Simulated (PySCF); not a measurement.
CH4AlClS, SMILES [CH3][Al]([SH])[Cl]. Geometry optimised at PBE0-D3(BJ)/def2-SVP. The values are those of a single conformer.

Computed equilibrium geometry at PBE0-D3(BJ)/def2-SVP (PySCF confirms it by a frequency run) as a Z-matrix (one conformer of several):
```
Al
C 1 1.9387
H 2 1.1006 1 113.11
H 2 1.1024 3 108.16 1 122.38
H 2 1.1025 3 108.10 4 115.38
Cl 1 2.1065 2 120.60 3 178.61
S 1 2.1800 2 125.00 3 -1.47
H 7 1.3525 1 93.44 2 0.09
```
Charge 0, spin multiplicity 1.
